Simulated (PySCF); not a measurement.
(Z)-1-chloro-1,2-difluoroprop-1-ene (C3H3ClF2), SMILES C/C(F)=C(\F)Cl. Geometry: B3LYP-D3(BJ)/def2-SVP.

Q: Give the equilibrium geometry at B3LYP-D3(BJ)/def2-SVP (PySCF confirms it by a frequency run) as a Z-matrix, and its point group. (Estimate from the structure and the level; the computed values follow.)

A: point group Cs.
```
C
C 1 1.3391
F 2 1.3336 1 121.12
F 1 1.3412 2 118.79 3 180.00
C 1 1.4869 2 126.06 3 0.00
H 5 1.0971 1 110.83 2 0.00
H 5 1.1029 6 108.98 1 121.49
H 5 1.1029 6 108.98 7 117.03
Cl 2 1.7200 3 114.36 1 180.00
```
